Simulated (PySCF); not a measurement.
C₄H₇FO₂, SMILES O[C@@H]1C[C@@H](O)C1F.

Geometry optimised at B3LYP-D3(BJ)/def2-SVP. The structure was generated by enumeration; whether it is a known compound was not checked. The values are those of a single conformer.

Method: TDA-PBE/def2-SVPD run with PySCF.

Vertical excitations. 

Computed lowest excited states:
```tsv
state	energy (eV)	λ (nm)	f	main pairs
S1	5.91	210	0.006	HOMO→LUMO 97 %
S2	5.99	207	0.001	HOMO→LUMO+1 97 %
S3	6.60	188	0.002	HOMO→LUMO+2 79 %, HOMO−1→LUMO 20 %
S4	6.62	187	0.014	HOMO−1→LUMO 79 %, HOMO→LUMO+2 20 %
S5	6.69	185	0.010	HOMO−1→LUMO+1 95 %
S6	6.82	182	0.004	HOMO→LUMO+3 96 %
T1	5.75	216	0	HOMO→LUMO 97 %
T2	5.83	213	0	HOMO→LUMO+1 97 %
```
Triplets are in the Tamm–Dancoff approximation.
